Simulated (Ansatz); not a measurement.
Cartesian coordinates in Å:
```
C 1.751 0.367 1.397
S 1.029 1.505 0.184
Ge 0.522 0.055 -1.409
S -0.862 -1.488 -0.634
C -2.228 -0.418 -0.109
H 2.703 -0.030 1.045
H 1.065 -0.452 1.614
H 1.920 0.942 2.307
H -0.126 0.890 -2.526
H 1.762 -0.717 -1.889
H -2.935 -1.050 0.429
H -2.732 0.026 -0.968
H -1.870 0.367 0.558
```

The species carries charge 0 and has multiplicity 1.

**Question.** List the ωB97M-V/def2-TZVPP orbital energies in eV (Ansatz). (Best estimate.)

**Answer.** Ansatz gave: Occupied: -10867.11, -2426.63, -2426.63, -1362.92, -1210.65, -1210.64, -1210.63, -282.17, -282.17, -220.59, -220.59, -174.71, -163.70, -163.70, -163.63, -163.63, -163.51, -163.51, -123.98, -123.95, -123.92, -36.77, -36.77, -36.73, -36.68, -36.67, -24.66, -24.26, -20.90, -20.27, -17.36, -14.85, -14.78, -14.47, -14.37, -13.34, -12.38, -11.91, -11.22, -10.43, -9.09, -9.02. Lowest empty: 1.70, 2.40, 2.50, 2.57, 2.95, 3.62, 3.91, 4.43.
